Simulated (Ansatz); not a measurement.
# One arrangement of a pair

The pair of Ag⁺ (SMILES [Ag+], atom 1) and H₂O₂ (SMILES OO, atoms 2–5), both closed shells, in one local arrangement (a lower one may exist), relaxed at PBE0-D4/def2-TZVP:

```xyz
5
angstrom
Ag -0.2507 -0.0338 -2.2186
O -0.5031 0.0782 0.0385
O 0.8337 -0.0943 0.5019
H -1.0035 -0.5847 0.5409
H 0.9236 0.6346 1.1374
```

Computed with Ansatz 0.2.0 (basis: def2-TZVPPD, with def2-QZVPPD for the basis limit); correlated methods freeze the cores. Filled d shells of the heavier atoms are correlated. Core potentials replace the inner electrons of the atoms past krypton. B3LYP uses VWN-RPA correlation. Extrapolation: Hartree–Fock as exp(−7.88 √X), correlation as X^−2.97. Interaction energies count from these two fragments, frozen as in the pair, with the counterpoise correction; negative means bound.

Question: What is the interaction energy by CCSD(T) at an estimated basis limit (MP2 extrapolated from triple and quadruple zeta, plus CCSD(T) − MP2 in triple zeta)? (Judge from chemistry; the value comes from the calculation.)

Answer: By the calculation: -27.97 kcal/mol. Hartree–Fock alone gives -20.24 kcal/mol at the basis limit. It counts from the two fragments frozen as in the pair.

The same quantity by other methods in triple zeta, and each one's difference from that estimate:
| method | E_int (kcal/mol) | difference |
| --- | --- | --- |
| PBE-D4 | -30.54 | -2.57 |
| revPBE-D4 | -28.11 | -0.14 |
| BLYP-D4 | -30.34 | -2.37 |
| r2SCAN-D4 | -31.39 | -3.41 |
| B97M-V | -29.73 | -1.76 |
| PBE0-D4 | -28.20 | -0.23 |
| B3LYP-D4 | -28.86 | -0.89 |
| HSE06-D4 | -28.12 | -0.15 |
| wB97X-V | -27.44 | 0.53 |
| wB97M-V | -27.38 | 0.59 |
| B2PLYP | -26.96 | 1.01 |
| HF | -19.93 | 8.04 |
| MP2 | -26.19 | 1.78 |
| CCSD | -24.60 | 3.37 |
| CCSD(T) | -25.37 | 2.60 |
Differences are method less estimate.

Question: Which atoms make the shortest contact between the fragments?

Answer: Ag1 and O2, 2.27 Å apart.

Energy to bend the free fragments (PBE0-D4 minima) into their shapes in the pair, CCSD(T)/def2-TZVPPD: H₂O₂ 0.26 kcal/mol. This must be added to the interaction energy to get the binding energy from relaxed fragments.

Basis-set superposition shift (counterpoise-corrected less uncorrected): CCSD(T) 1.74; MP2 1.63; HF 0.06; PBE0-D4 0.07; wB97M-V 0.08 kcal/mol.

T1 diagnostic: at most 0.013.

For scale, one of the runs: CCSD(T)/def2-TZVPPD, 170 basis functions (an equivalent command: `ansatz run in.yaml --threads 2`). Hardware: 2 CPU threads, shared host. Wall time 71 s; peak host memory 1.8 GiB.
